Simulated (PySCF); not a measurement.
CH3, SMILES [CH3+], charge +1. Atoms are numbered in the order given.

```xyz
4

C      0.0000     0.0000     0.0000
H      1.0934     0.0000     0.0000
H     -0.5467     0.9469     0.0000
H     -0.5467    -0.9469     0.0000
```
Charge +1, spin multiplicity 1.

The structure is a stationary point at ωB97X-D3(BJ)/def2-TZVPD.

Level of theory: CAM-B3LYP/def2-TZVPD (PySCF).

**Question.** Estimate the frontier levels, gap, dipole moment and polarisability. (An estimate is asked for; the answer gives what the named calculation found.)

**Answer.** 
```yaml
highest_occupied_level: -23.20 eV
lowest_empty_level: -11.59 eV
orbital_gap: 11.60 eV
dipole_moment_about_the_centre_of_nuclear_charge: 0.00 D
mean_static_polarisability: 9.0 bohr³ (1.33 Å³)
polarisability_principal_values: 7.1, 9.9, 9.9 bohr³
```
